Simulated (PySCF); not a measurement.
This PySCF input asks for the NMR shieldings of SMILES C(/B)(BC=C)=C/C, C5H10B2; the geometry comes from GFN2-xTB.

```python
import basis_set_exchange as bse
import numpy as np
from pyscf import gto, dft
from pyscf.prop import nmr

atoms = """
B     1.215459   -1.766927   -0.384796
C     0.343890   -0.625296    0.183915
B    -1.096546   -1.049759    0.599179
C    -2.293846   -0.091897    0.375007
C    -2.360166    0.835833   -0.579209
C     0.741545    0.649533    0.340349
C     2.123566    1.143525    0.071878
H     1.550618   -1.760082   -1.508176
H     1.492511   -2.682285    0.289839
H    -1.285384   -2.105577    1.074942
H    -3.164615   -0.199449    1.016277
H    -3.223737    1.469122   -0.722383
H    -1.550147    0.980839   -1.276502
H     0.071551    1.387658    0.768630
H     2.086886    2.110040   -0.430567
H     2.665267    1.284434    1.008799
H     2.676151    0.432318   -0.538167
"""
names = dict.fromkeys(["B", "C", "H"], "pcSseg-1")
basis = {el: gto.basis.parse(bse.get_basis(n, elements=[el], fmt="nwchem")) for el, n in names.items()}
mol = gto.M(atom=atoms, basis=basis, charge=0, verbose=0)
mf = dft.RKS(mol, xc="PBE0")
mf.grids.level = 2
mf.grids.alignment = dft.numint.BLKSIZE   # the property module wants whole blocks of grid points
mf.conv_tol = 1e-9
mf.kernel()

calc = nmr.RKS(mf)   # GIAO
C = mf.mo_coeff
Co = C[:, mf.mo_occ > 0]
resp = mf.gen_response(singlet=True, hermi=2)
def vind(x):   # induced exchange potential for any number of trial vectors
    d = np.einsum("pi,xij,qj->xpq", C, 2 * x.reshape(-1, C.shape[1], Co.shape[1]), Co, optimize=True)
    return np.einsum("xpq,pi,qj->xij", resp(d - d.transpose(0, 2, 1)), C, Co, optimize=True).ravel()
mo1, _ = nmr.rhf.solve_mo1(calc, with_cphf=vind)
sigma = calc.kernel(mo1)
for i, s in enumerate(sigma):   # ppm
    print("%2d %-2s %9.2f" % (i, mol.atom_pure_symbol(i), np.trace(s) / 3))
```

Q: What does it print?

A: 
```
 0 B      15.04
 1 C       6.85
 2 B      39.39
 3 C      33.91
 4 C      36.98
 5 C      27.54
 6 C     158.99
 7 H      23.36
 8 H      23.36
 9 H      24.78
10 H      24.33
11 H      25.13
12 H      25.32
13 H      25.18
14 H      29.61
15 H      29.39
16 H      30.00
```

These numbers come from an equivalent density-fitted implementation of the same equations, which agrees with the script to about 0.01 ppm for H and up to a few tenths of a ppm for heavy atoms, so last digits may differ.

Size and cost of the density-fitted run: 169 basis functions, 23 s wall time on 1 thread of an Arm Neoverse V1, shared host; peak memory 0.71 GiB.
